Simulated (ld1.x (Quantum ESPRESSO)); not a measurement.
# Cutoff test, Rb (Z = 37), TM

rubidium (Rb), norm-conserving Troullier–Martins (Kleinman–Bylander form), made with ld1.x (Quantum ESPRESSO) 7.5 (BLYP, scalar-relativistic). Core [Kr], reference 4d1 5s0 5p0. Waves: 5s (bound, empty): rc 2.85 bohr; 5p (bound, empty): rc 4.20 bohr; 4d (bound): rc 4.20 bohr. Local part: the d channel. Core correction: Bessel-smoothed model core, default radius (core density twice the valence density).

The pseudo-atom Hamiltonian at the reference potential is diagonalised in spherical Bessel functions j_l(qr) that vanish at 20 bohr, with q² up to the cutoff. All-electron valence levels (Ry): 5s -0.2103, 5p -0.0869, 4d -0.0360.

**Question.** How do the lowest levels (Ry) of each channel move with the cutoff, and are there ghosts?

**Answer.**

```tsv
cutoff (Ry)	s #1	s #2	p #1	p #2	d #1	f #1	f #2	Σ f·Δε (mRy)
8	-0.3539	-0.2085	-0.0865	0.0204	-0.0341	0.0503	0.1688	0.4
10	-0.3699	-0.2097	-0.0865	0.0204	-0.0345	0.0503	0.1688	0.0
12	-0.3704	-0.2097	-0.0865	0.0204	-0.0346	0.0503	0.1688	0.0
400	-0.3747	-0.2103	-0.0865	0.0204	-0.0346	0.0503	0.1688	0.0
```

Result: ghost state, extra bound levels that the all-electron valence spectrum of the same l lacks: s at -5.1 eV (a true bound ghost makes a file unfit for plane-wave use); 10 mRy is reached at 6 Ry and 1 mRy at 8 Ry.
